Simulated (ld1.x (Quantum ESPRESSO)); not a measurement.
u(r) = r·R(r): atom against pseudo-atom (N (Z = 7))

Columns: radius, all-electron u(r) and pseudo u(r) of the 2p shell (level -20.69 eV) of nitrogen in the configuration [He] 2s2 2p2; PBE, non-relativistic, RRKJ scheme, ld1.x (Quantum ESPRESSO) 7.5.

```tsv
r (bohr)	all-electron	pseudo
0.065	0.0388	0.0186
0.130	0.1256	0.0723
0.195	0.2316	0.1552
0.260	0.3404	0.2587
0.325	0.4431	0.3726
0.390	0.5351	0.4866
0.455	0.6144	0.5918
0.520	0.6808	0.6818
0.585	0.7351	0.7530
0.650	0.7777	0.8044
0.715	0.8092	0.8375
0.780	0.8306	0.8553
0.845	0.8429	0.8613
0.910	0.8473	0.8590
0.975	0.8450	0.8510
1.040	0.8369	0.8392
1.105	0.8241	0.8246
1.170	0.8074	0.8074
1.235	0.7875	0.7875
1.300	0.7652	0.7652
1.365	0.7411	0.7411
1.430	0.7155	0.7155
1.495	0.6890	0.6890
1.560	0.6619	0.6619
1.625	0.6345	0.6345
1.690	0.6071	0.6071
```

**Question.** How many radial nodes do the two functions have?

**Answer.** The all-electron 2p function has n − l − 1 = 0; the pseudo-wave has 0.

**Question.** At about which radius was the pseudo-wave matched?

**Answer.** 1.20 bohr. The columns agree to 0.0005 from 1.10 bohr on; several derivatives are matched, so the curves merge somewhat inside the radius.

**Question.** Is the pseudo-wave norm-conserving?

**Answer.** Yes: the RRKJ scheme keeps the norm inside the radius equal to the all-electron one, which fixes the energy derivative of the logarithmic derivative at the level.
